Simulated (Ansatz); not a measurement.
C₆H₁₆Cl₂HfN₂, SMILES `CC[N](CC)[Hf]([Cl])([Cl])[N](C)C`, 27 atoms. The species carries charge 0 and has multiplicity 1. Correlated methods include outer-core shells of Hf, which these sets cover unevenly. Hf takes the def2 core potential. Hardware: A = 11 threads of an AMD EPYC 7R13 on a shared host and a whole NVIDIA H100 80 GB; B = 11 threads of an AMD EPYC 7R13 on a shared host. Correlated methods freeze the cores.

Q: Give the basis size and wall time and peak host memory of each of these runs in Ansatz. RHF-CCSD(T)/def2-SVP energy [A]; RKS PBE0-D4/def2-TZVPP energy [A]; RKS revPBE-D4/def2-TZVPP energy [A]; RKS PBE0-D4/def2-QZVPP energy [A]; RHF-CCSD(T)/def2-TZVPP energy [A]; direct RPA on PBE orbitals/def2-TZVPP energy [A]; RKS B3LYP-D4/def2-TZVPP energy and forces [A]; RKS PBE0-D4/def2-TZVP relaxation (25 steps) [A]; RHF-MP2/def2-QZVPP energy [A]; RKS ωB97M-V/def2-SVP energy [B]; RKS PBE0-D4/def2-SVP energy [B]; RKS SPW92 (LDA)/def2-TZVPP energy [A]. (Estimate.)

A: Computed: Other jobs shared the machine, so times are rough.

| level | job | functions | wall time | peak host memory (GiB) |
| --- | --- | --- | --- | --- |
| RKS SPW92 (LDA)/def2-TZVPP | energy [A] | 612 | 1.9 s | 1.2 |
| RKS PBE0-D4/def2-TZVPP | energy [A] | 612 | 2.1 s | 1.2 |
| RKS revPBE-D4/def2-TZVPP | energy [A] | 612 | 2.1 s | 1.2 |
| RKS B3LYP-D4/def2-TZVPP | energy and forces [A] | 612 | 2.9 s | 1.9 |
| RKS PBE0-D4/def2-SVP | energy [B] | 260 | 3.3 s | 1.9 |
| RKS PBE0-D4/def2-QZVPP | energy [A] | 1157 | 3.9 s | 1.9 |
| direct RPA on PBE orbitals/def2-TZVPP | energy [A] | 612 | 4 s | 3.9 |
| RHF-CCSD(T)/def2-SVP | energy [A] | 260 | 6 s | 1.9 |
| RHF-MP2/def2-QZVPP | energy [A] | 1157 | 6.5 s | 2 |
| RKS ωB97M-V/def2-SVP | energy [B] | 260 | 9 s | 2.2 |
| RKS PBE0-D4/def2-TZVP | relaxation (25 steps) [A] | 458 | 36 s | 1.3 |
| RHF-CCSD(T)/def2-TZVPP | energy [A] | 612 | 97 s | 3.7 |

B3LYP here is the variant with VWN-RPA as its local correlation; programs differ in this.
